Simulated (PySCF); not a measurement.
HOSi (SMILES [OH+]=[Si]), charge +1, singlet, at a GFN2-xTB geometry; DF-HF/cc-pV(T+d)Z (PySCF).

Here is a job for PySCF.
```python
from pyscf import gto, scf

mol = gto.M(
    atom='''
O    -0.00000000   -0.00000000   -0.88835384
Si    0.00000000    0.00000000    0.64027396
H    -0.00000000   -0.00000000   -1.85700467
''',
    basis='cc-pv(t+d)z',
    charge=1,
    verbose=4,
)

mf = scf.RHF(mol)
mf = mf.density_fit(auxbasis='def2-universal-jkfit')
mf.kernel()
```

What the program printed (banner, timings and long lists left out):

```
PySCF version 2.14.0

[INPUT] verbose = 4
[INPUT] num. atoms = 3
[INPUT] num. electrons = 22
[INPUT] charge = 1
[INPUT] spin (= nelec alpha-beta = 2S) = 0
[INPUT] symmetry False subgroup None
[INPUT] Mole.unit = angstrom
[INPUT] Symbol           X                Y                Z      unit          X                Y                Z       unit  Magmom
[INPUT]  1 O      0.000000000000   0.000000000000  -0.888353840000 AA    0.000000000000   0.000000000000  -1.678745459306 Bohr   0.0
[INPUT]  2 Si     0.000000000000   0.000000000000   0.640273960000 AA    0.000000000000   0.000000000000   1.209942429091 Bohr   0.0
[INPUT]  3 H      0.000000000000   0.000000000000  -1.857004670000 AA    0.000000000000   0.000000000000  -3.509230238338 Bohr   0.0

nuclear repulsion = 46.1089770432008
number of shells = 11
number of NR pGTOs = 122
number of NR cGTOs = 83
basis = cc-pv(t+d)z
ecp = {}

******** <class 'pyscf.df.df_jk.DFRHF'> ********
method = DFRHF
initial guess = minao
damping factor = 0
level_shift factor = 0
DIIS = <class 'pyscf.scf.diis.CDIIS'>
diis_start_cycle = 1
diis_space = 8
diis_damp = 0
SCF conv_tol = 1e-09
SCF conv_tol_grad = None
SCF max_cycles = 50
direct_scf = False
Set gradient conv threshold to 3.16228e-05
Initial guess from minao.
******** <class 'pyscf.df.df.DF'> ********
auxbasis = def2-universal-jkfit
init E= -364.440278006745
  HOMO = -0.373127969246182  LUMO = -0.0185359235584155  gap/eV = 9.64894
cycle= 1 E= -364.130852628502  delta_E= 0.309  |g|= 0.437  |ddm|= 2.75
  HOMO = -0.733312299520826  LUMO = -0.216801224601992  gap/eV = 14.05498
cycle= 2 E= -364.164148344717  delta_E= -0.0333  |g|= 0.269  |ddm|=  1.2
  HOMO = -0.719871134960757  LUMO = -0.202222705931215  gap/eV = 14.08593
cycle= 3 E= -364.176340189262  delta_E= -0.0122  |g|= 0.0462  |ddm|= 0.303
  HOMO = -0.709930399402214  LUMO = -0.19036632631325  gap/eV = 14.13806
cycle= 4 E= -364.176896846987  delta_E= -0.000557  |g|= 0.00731  |ddm|= 0.127
  HOMO = -0.710518260977288  LUMO = -0.190501627738942  gap/eV = 14.15037
cycle= 5 E= -364.176920765773  delta_E= -2.39e-05  |g|= 0.00164  |ddm|= 0.022
  HOMO = -0.710453773551782  LUMO = -0.190419455940404  gap/eV = 14.15085
cycle= 6 E= -364.176922280789  delta_E= -1.52e-06  |g|= 0.000339  |ddm|= 0.00469
  HOMO = -0.710463456720197  LUMO = -0.190430752894481  gap/eV = 14.15081
cycle= 7 E= -364.176922356299  delta_E= -7.55e-08  |g|= 8.77e-05  |ddm|= 0.00106
  HOMO = -0.710454308608943  LUMO = -0.190427095836679  gap/eV = 14.15066
cycle= 8 E= -364.176922359905  delta_E= -3.61e-09  |g|= 2.02e-05  |ddm|= 0.000272
  HOMO = -0.710455112607159  LUMO = -0.190428867557774  gap/eV = 14.15063
cycle= 9 E= -364.176922360074  delta_E= -1.69e-10  |g|= 2.35e-06  |ddm|= 6.09e-05
  HOMO = -0.710454984725782  LUMO = -0.190428741490595  gap/eV = 14.15063
Extra cycle  E= -364.176922360076  delta_E= -1.48e-12  |g|= 8.6e-07  |ddm|= 5.62e-06
converged SCF energy = -364.176922360076
```
